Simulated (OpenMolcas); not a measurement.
**Ne VII: effect of the active space**

| Property | Result |
| --- | --- |
| Program | OpenMolcas 26.06 |
| Method | SS-CASPT2 or its RAS form, IPEA 0.25 Eh, imaginary shift 0.1 Eh |
| Basis | ANO-RCC-VQZP |
| Scalar Hamiltonian | DKH2, point nucleus |
| Spin-orbit coupling | RASSI with atomic mean-field integrals over the reference wave functions, term energies averaged over their components |

A. 2 electrons in 4 orbitals (2s 2p); 2S+1 = 3 even, 3 roots; 2S+1 = 1 even, 7 roots (6 in the spin-orbit step); 2S+1 = 3 odd, 3 roots; 2S+1 = 1 odd, 3 roots; closed shells correlated: 1s; CASPT2 step of the order of 1.4 core-seconds
B. 2 electrons in 8 orbitals (2s 2p 3s 3p); 2S+1 = 3 even, 3 roots; 2S+1 = 1 even, 6 roots; 2S+1 = 3 odd, 3 roots; 2S+1 = 1 odd, 3 roots; closed shells correlated: 1s; CASPT2 step of the order of 2.6 core-seconds
C. 2 electrons in 9 orbitals (RAS2 2s 2p; RAS3 3d, at most 2 electrons); 2S+1 = 3 even, 3 roots; 2S+1 = 1 even, 7 roots (6 in the spin-orbit step); 2S+1 = 3 odd, 3 roots; 2S+1 = 1 odd, 3 roots; closed shells correlated: 1s; CASPT2 step about 4 core-seconds

Energies in cm⁻¹ above 2s² ¹S₀, the measured ground level; measured values from NIST levels in Podobedova, Fuhr, Reader and Wiese, J. Phys. Chem. Ref. Data 33, 525 (2004).

```json
{"Level": "2s² ¹S₀", "A": "0.0", "B": "0.0", "C": "0.0", "Measured": "0.0"}
{"Level": "2s 2p ³P°₀", "A": "111385", "B": "111343", "C": "111335", "Measured": ""}
{"Level": "2s 2p ³P°₁", "A": "111858", "B": "111817", "C": "111807", "Measured": ""}
{"Level": "2s 2p ³P°₂", "A": "112818", "B": "112777", "C": "112765", "Measured": ""}
{"Level": "2s 2p ¹P°₁", "A": "216458", "B": "216401", "C": "215909", "Measured": "214952"}
{"Level": "2p² ³P₀", "A": "289818", "B": "289768", "C": "289783", "Measured": ""}
{"Level": "2p² ³P₁", "A": "290291", "B": "290242", "C": "290256", "Measured": ""}
{"Level": "2p² ³P₂", "A": "291222", "B": "291174", "C": "291187", "Measured": ""}
{"Level": "2p² ¹D₂", "A": "318955", "B": "318881", "C": "318702", "Measured": ""}
```

Among A to C the level of the table that moves most is 2s 2p ¹P°₁, by 550 cm-1 (lowest in C, highest in A).

Active for correlation alone: 3p 3s; no level in the range computed is led by a configuration that fills them, so any true level of that kind is missing (holds for B). Active for correlation alone: 3d; no level in the range computed is led by a configuration that fills it, so any true level of that kind is missing (holds for C). Levels of configurations outside the active space are missing.

° marks odd parity.
